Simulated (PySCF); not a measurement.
2-pyridin-2-yl-1,3-thiazole (C₈H₆N₂S), SMILES c1(-c2nccs2)ccccn1. Atoms are numbered in the order given.

```xyz
17

C     -3.3938     0.3798     0.3380
C     -2.8609    -0.5666    -0.5327
C     -1.4797    -0.6815    -0.6320
C     -0.6727     0.1605     0.1483
C      0.7980     0.0826     0.0832
N      1.6143     0.8158     0.7822
C      2.9104     0.5194     0.5091
C      3.1144    -0.4655    -0.4225
S      1.6047    -1.0476    -0.9832
N     -1.1861     1.0670     0.9824
C     -2.5045     1.1686     1.0703
H     -4.4722     0.5075     0.4508
H     -3.5121    -1.2099    -1.1290
H     -1.0332    -1.4163    -1.3063
H      3.7093     1.0571     1.0233
H      4.0549    -0.8661    -0.7967
H     -2.8860     1.9250     1.7665
```

Coordinates come from a PBE0-D3(BJ)/def2-SVP optimisation. The values are those of a single conformer.

Two levels are set side by side: PBE/pcSseg-1 (PySCF) and KT2/pcSseg-1 (PySCF). GIAO shifts against H2S (³³S), NH3 (¹⁵N), TMS (¹H), TMS (¹³C) at the same level; non-relativistic, no solvent, atoms listed together averaged. Differences are taken from unrounded values.

```tsv
quantity	PBE
δ(¹³C) of C1 (ppm)	127.7
δ(¹³C) of C2 (ppm)	140.2
δ(¹³C) of C3 (ppm)	126.8
δ(¹³C) of C4 (ppm)	155.2
δ(¹³C) of C5 (ppm)	169.8
δ(¹⁵N) of N6 (ppm)	364.3
δ(¹³C) of C7 (ppm)	149.0
δ(¹³C) of C8 (ppm)	126.0
δ(³³S) of S9 (ppm)	487.9
δ(¹⁵N) of N10 (ppm)	357.0
δ(¹³C) of C11 (ppm)	155.4
δ(¹H) of H12 (ppm)	7.24
δ(¹H) of H13 (ppm)	7.88
δ(¹H) of H14 (ppm)	8.05
δ(¹H) of H15 (ppm)	8.18
δ(¹H) of H16 (ppm)	7.33
δ(¹H) of H17 (ppm)	9.11
```

Question: These are the PBE values. What does KT2 give? (Estimate from the structure and the level; the computed values follow.)

Answer: 
```json
[
 {"quantity": "δ(¹³C) of C1 (ppm)", "KT2": "119.8", "PBE minus KT2": "7.9"},
 {"quantity": "δ(¹³C) of C2 (ppm)", "KT2": "131.7", "PBE minus KT2": "8.5"},
 {"quantity": "δ(¹³C) of C3 (ppm)", "KT2": "118.8", "PBE minus KT2": "8.0"},
 {"quantity": "δ(¹³C) of C4 (ppm)", "KT2": "146.7", "PBE minus KT2": "8.5"},
 {"quantity": "δ(¹³C) of C5 (ppm)", "KT2": "160.5", "PBE minus KT2": "9.3"},
 {"quantity": "δ(¹⁵N) of N6 (ppm)", "KT2": "340.5", "PBE minus KT2": "23.7"},
 {"quantity": "δ(¹³C) of C7 (ppm)", "KT2": "141.1", "PBE minus KT2": "7.9"},
 {"quantity": "δ(¹³C) of C8 (ppm)", "KT2": "117.7", "PBE minus KT2": "8.3"},
 {"quantity": "δ(³³S) of S9 (ppm)", "KT2": "447.5", "PBE minus KT2": "40.4"},
 {"quantity": "δ(¹⁵N) of N10 (ppm)", "KT2": "330.2", "PBE minus KT2": "26.8"},
 {"quantity": "δ(¹³C) of C11 (ppm)", "KT2": "146.1", "PBE minus KT2": "9.4"},
 {"quantity": "δ(¹H) of H12 (ppm)", "KT2": "7.04", "PBE minus KT2": "0.20"},
 {"quantity": "δ(¹H) of H13 (ppm)", "KT2": "7.70", "PBE minus KT2": "0.18"},
 {"quantity": "δ(¹H) of H14 (ppm)", "KT2": "7.84", "PBE minus KT2": "0.20"},
 {"quantity": "δ(¹H) of H15 (ppm)", "KT2": "8.10", "PBE minus KT2": "0.08"},
 {"quantity": "δ(¹H) of H16 (ppm)", "KT2": "7.23", "PBE minus KT2": "0.10"},
 {"quantity": "δ(¹H) of H17 (ppm)", "KT2": "8.82", "PBE minus KT2": "0.30"}
]
```

Rough cost on one machine, each run with all the roots and properties that it gave: KT2 against PBE within a factor of 2.
